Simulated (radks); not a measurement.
Species: Ir II. Configuration: [Kr] 4d10 4f14 5s2 5p4 5d7 6s1 6d2 (not the ground configuration). Calculated with a radial shooting solver on a logarithmic mesh with Libxc functionals: scalar-relativistic Kohn-Sham, r2SCAN, spin-polarised, spherical densities, finite nucleus; open shells are filled with parallel spins first (spin-orbit coupling, left out, can overturn this in heavy ions); meta-GGA in the generalised Kohn-Sham scheme; Fermi nuclear charge, rms radius 5.4032 fm.

Radial electron density D(r) = 4 pi r^2 rho(r):

```
   r/bohr * D(r) (the largest magnitude, 143, reaches the edge; | marks zero)
 0.001997 |         *
 0.002343 |           *
  0.00275 |             *
 0.003227 |                *
 0.003787 |                    *
 0.004444 |                        *
 0.005215 |                           *
  0.00612 |                               *
 0.007181 |                                   *
 0.008427 |                                     *
  0.00989 |                                       *
  0.01161 |                                        *
  0.01362 |                                       *
  0.01598 |                                      *
  0.01876 |                                    *
  0.02201 |                                   *
  0.02583 |                                    *
  0.03031 |                                       *
  0.03557 |                                            *
  0.04174 |                                                  *
  0.04898 |                                                      *
  0.05748 |                                                      *
  0.06746 |                                                  *
  0.07916 |                                             *
   0.0929 |                                          *
   0.1099 |                                           *
    0.129 |                                                *
   0.1513 |                                                  *
   0.1776 |                                              *
   0.2084 |                                     *
   0.2446 |                            *
    0.287 |                          *
   0.3368 |                             *
   0.3952 |                                *
   0.4638 |                            *
   0.5443 |                     *
   0.6387 |              *
   0.7496 |         *
   0.8796 |       *
    1.032 |     *
    1.211 |    *
    1.422 |   *
    1.668 | *
    1.958 |*
    2.297 |*
    2.696 *
    3.164 *
    3.713 *
    4.357 *
    5.113 *
        6 *
    7.041 *
    8.262 *
    9.696 *
    11.38 *
    13.35 *
```

D(r) has 4 maxima, at r = 0.0117, 0.0539, 0.150, 0.392 bohr, and minima at 0.0225, 0.0967, 0.278 bohr, inside which lie 1.89, 11.06, 30.01 electrons.
